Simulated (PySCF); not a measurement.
Positional isomers: trisilane hydroxy+amino. Isolated molecules, 0 K electronic values unless said otherwise. One relaxed conformer stands for each flexible species; it need not be the lowest. Strings in code marks are SMILES.

The HOMO–LUMO gap from two functionals at the same geometries (r2SCAN-D4/def2-TZVP), both in PySCF: PBE-D3(BJ)/def2-TZVP and r2SCAN-D4/def2-TZVP. 

```json
[
 {"species": "`[SiH2]([SiH2][SiH2]N)O`", "PBE-D3(BJ)/def2-TZVP (eV)": "4.45", "r2SCAN-D4/def2-TZVP (eV)": "5.06"},
 {"species": "`N[SiH2][Si@@H](O)[SiH3]`", "PBE-D3(BJ)/def2-TZVP (eV)": "4.54", "r2SCAN-D4/def2-TZVP (eV)": "5.07"},
 {"species": "`N[Si@@H]([SiH3])[SiH2]O`", "PBE-D3(BJ)/def2-TZVP (eV)": "4.70", "r2SCAN-D4/def2-TZVP (eV)": "5.26"},
 {"species": "`N[Si](O)([SiH3])[SiH3]`", "PBE-D3(BJ)/def2-TZVP (eV)": "4.93", "r2SCAN-D4/def2-TZVP (eV)": "5.41"}
]
```

Over these rows, drawn at random from the members with no instability flagged (it was tested for open shells, ions and some series alone), PBE minus r2SCAN-D4: mean -0.54 eV, from -0.61 eV to -0.48 eV.
